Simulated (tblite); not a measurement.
Compound: C8H10O.
Numbering: `[CH2:1]=[CH:2][C:3](=[CH2:4])[C:5](=[CH2:6])[C:7]([CH3:8])=[O:9]` (hydrogens: H10, H11 on C1; H12 on C2; H13, H14 on C4; H15, H16 on C6; H17, H18, H19 on C8)

Structure used (GFN2-xTB), in Å, numbered top down from 1:
```
atom  x, y, z in Å
C1     0.6790    0.4961    2.5328
C2     0.3598    0.8059    1.2829
C3    -0.6440    0.1241    0.4630
C4    -1.6464   -0.5975    0.9644
C5    -0.5237    0.3317   -0.9975
C6    -1.5259    0.8181   -1.7284
C7     0.7516   -0.0368   -1.6812
C8     1.5953   -1.0556   -0.9593
O9     1.0627    0.4297   -2.7517
H10    1.4205    1.0532    3.0794
H11    0.2216   -0.3273    3.0547
H12    0.8661    1.6268    0.7888
H13   -1.7822   -0.7283    2.0234
H14   -2.3635   -1.0791    0.3222
H15   -2.4723    1.0883   -1.2913
H16   -1.4079    0.9586   -2.7901
H17    2.0230   -0.6040   -0.0658
H18    0.9789   -1.8958   -0.6464
H19    2.3976   -1.3987   -1.6074
```

All values are computed: GFN2-xTB (tblite) harmonic vibrations without scaling, gas phase. This tight-binding method is rough: wavenumbers can miss measured ones by several per cent, in bad cases by 10 to 20. One conformer, not necessarily the lowest.

Harmonic wavenumbers (cm⁻¹): 39.0, 49.7, 88.2, 123.7, 168.0, 192.7, 282.9, 301.1, 353.1, 405.9, 427.1, 479.4, 577.8, 622.9, 675.9, 713.2, 741.3, 757.9, 863.4, 888.5, 895.0, 920.9, 935.0, 984.0, 999.3, 1022.6, 1061.4, 1103.0, 1179.7, 1269.2, 1309.5, 1367.1, 1376.7, 1395.9, 1420.2, 1448.8, 1454.2, 1643.1, 1658.6, 1681.5, 1743.2, 3020.6, 3031.6, 3044.8, 3054.2, 3100.7, 3107.2, 3113.0, 3130.9, 3133.5, 3140.1.

A = 2426, B = 1258, C = 991.0 MHz; mass 122.073 u (most abundant isotopes); point group C1, symmetry number 1.

Q: Zero-point energy?

A: Half the sum of the wavenumbers: 33249 cm⁻¹ = 95.06 kcal/mol.

Q: Give the ideal-gas entropy at 400 K and 1 bar in the rigid-rotor, harmonic-oscillator model (classical rotation).

A: Translation 41.80, rotation 29.93, vibration 42.17: S = 113.9 cal/(mol K).

Q: And Cp and H(400 K) − H(0)?

A: Cp = 49.30 cal/(mol K), of which vibrations give 41.35 (their classical limit is 51 R = 101.3); H(400 K) − H(0) = 11.69 kcal/mol without the zero-point energy, 8.51 from vibrations.

Q: Blend soft modes into free rotors: weight 1/[1 + (100 cm⁻¹/ν̃)⁴] for the oscillator and the rest for a rotor with moment μB/(μ + B), μ = h/(8π²ν), B = 10⁻⁴⁴ kg m². What vibrational entropy results?

A: 38.04 cal/(mol K) in place of 42.17, which changes −T·S at 400 K by +1.65 kcal/mol.

Q: Which modes carry the vibrational entropy at 400 K?

A: 39.0 cm⁻¹: 5.89; 49.7 cm⁻¹: 5.41; 88.2 cm⁻¹: 4.28; 123.7 cm⁻¹: 3.61; 168.0 cm⁻¹: 3.02; 192.7 cm⁻¹: 2.75 cal/(mol K); the other 45 give 17.20 together.

Q: What must be added to the electronic energy to get the Gibbs energy at 400 K and 1 bar?

A: ZPE + [H(400 K) − H(0)] − T·S = 95.06 + 11.69 − 45.56 = 61.19 kcal/mol.

Hindered rotation and anharmonicity are outside this model. Other conformers, if any are populated, would add a mixing term that is left out. The structure is chiral; the term R ln 2 for an equal mix with its mirror image is left out.

The run took 1.0 s on an Arm Neoverse N1 with one thread, on a shared host. This covers the Hessian and the dipole derivatives.
